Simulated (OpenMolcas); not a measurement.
Computed levels of 5d3 in ions with 71 electrons, in cm-1 above 4F 3/2.

```json
{"Program": "OpenMolcas 26.06", "Method": "MS-RASPT2, IPEA 0.25 Eh, imaginary shift 0.1 Eh", "Basis": "ANO-R2", "Scalar Hamiltonian": "X2C, finite nucleus", "Spin-orbit coupling": "RASSI with atomic mean-field integrals over the reference wave functions, term energies averaged over their components"}
```

Active space for each ion: 9 electrons in 8 orbitals (RAS1 5p, at most 2 holes; RAS2 5d); closed shells correlated by CASPT2: 5s.

```csv
Level,Re4+,Os5+,Pt7+
4F 5/2,5230,6740,10440
4F 7/2,9570,11990,17520
4P 1/2,14740,17350,22650
2G 7/2,20060,23940,32590
2H 9/2,21060,25090,34340
4P 5/2,21960,25840,34300
2P 1/2,24590,29890,40850
2H 11/2,28420,33460,44470
2D 5/2(1),30530,36100,47980
```

Estimate 4F 7/2, 4P 1/2, 2G 7/2 for Ir6+ from its neighbours Os5+ and Pt7+.

4F 7/2 is fine structure, which grows about as the fourth power of a screened charge, so the fourth roots are averaged: ((11990^0.25 + 17520^0.25) / 2)^4 = 14559. The calculation gives 14590, so the estimate is off by -0.2 %.
4P 1/2 is another term, which grows about linearly with the charge: (17350 + 22650) / 2 = 20000. The calculation gives 19940, so the estimate is off by +0.3 %.
2G 7/2 is another term, which grows about linearly with the charge: (23940 + 32590) / 2 = 28265. The calculation gives 28060, so the estimate is off by +0.7 %.

Mixed levels, with the weight of the term that names them: Re4+ 4P 1/2 (63 %), Re4+ 2H 9/2 (56 %), Re4+ 2P 1/2 (63 %), Os5+ 4P 1/2 (67 %), Os5+ 2H 9/2 (56 %), Os5+ 2P 1/2 (67 %), Ir6+ 4P 1/2 (68 %), Ir6+ 2H 9/2 (55 %), Ir6+ 2P 1/2 (68 %), Pt7+ 4P 1/2 (67 %), Pt7+ 2G 7/2 (74 %), Pt7+ 2H 9/2 (54 %), Pt7+ 2P 1/2 (67 %).

Term energies are means over components that CASPT2 splits; among the terms shown or strongly mixed into the levels shown the widest spread is 1200 cm-1 (5d3 4F, Os5+). Active for correlation alone: 5p; no level in the range computed is led by a configuration that opens it, so any true level of that kind is missing. Only configurations of the active space appear.

A number in round brackets counts repeated terms of one configuration in the order of the reference energies.
